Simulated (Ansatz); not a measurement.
Frontier orbitals of `[SiH3][O][Al]([Cl])[O][SiH3]`.

| atom | x (Å) | y (Å) | z (Å) |
| --- | --- | --- | --- |
| Si1 | -2.823 | 0.470 | 0.928 |
| O2 | -1.269 | 0.037 | 0.712 |
| Al3 | 0.288 | -0.545 | 0.734 |
| Cl4 | 0.919 | -1.731 | 2.319 |
| O5 | 1.348 | -0.189 | -0.498 |
| Si6 | 2.578 | -0.009 | -1.548 |
| H7 | -3.348 | 1.085 | -0.319 |
| H8 | -3.643 | -0.723 | 1.262 |
| H9 | -2.922 | 1.456 | 2.035 |
| H10 | 3.570 | 0.953 | -1.001 |
| H11 | 3.245 | -1.316 | -1.784 |
| H12 | 2.059 | 0.510 | -2.840 |

The species carries charge 0 and has multiplicity 1. Geometry: relaxed with PBE0-D4/def2-TZVP. It is one conformer, not always the lowest. Basis def2-TZVPP, the Gaussian-basis code of Ansatz.

```
functional  HOMO (eV)  LUMO (eV)
   r2SCANh      -8.24      -1.16
```

Task: Give HOMO and LUMO (eV) with LDA (SPW92), PBE, revPBE, BLYP, r2SCAN, B97M-V, PBE0, B3LYP, r2SCAN0, HSE06 (plane-wave form), BHLYP, CAM-B3LYP, LC-ωPBE, ωB97X-V, ωB97M-V, HF. (Estimate.)

Result: Ansatz gave: 
| functional | HOMO | LUMO |
| --- | --- | --- |
| LDA (SPW92) | -7.45 | -2.16 |
| PBE | -7.34 | -1.88 |
| revPBE | -7.30 | -1.73 |
| BLYP | -7.24 | -1.79 |
| r2SCAN | -7.71 | -1.44 |
| B97M-V | -7.82 | -1.78 |
| PBE0 | -8.79 | -1.01 |
| B3LYP | -8.56 | -1.28 |
| r2SCAN0 | -9.03 | -0.76 |
| HSE06 (plane-wave form) | -8.38 | -1.39 |
| BHLYP | -10.15 | -0.21 |
| CAM-B3LYP | -10.20 | -0.10 |
| LC-ωPBE | -11.57 | 1.18 |
| ωB97X-V | -11.23 | 0.94 |
| ωB97M-V | -11.09 | 0.61 |
| HF | -12.32 | 1.96 |

B3LYP here is the variant with VWN-RPA as its local correlation; programs differ in this. LC-ωPBE has ω = 0.4 bohr⁻¹. Positive LUMOs are unbound and depend on the basis.
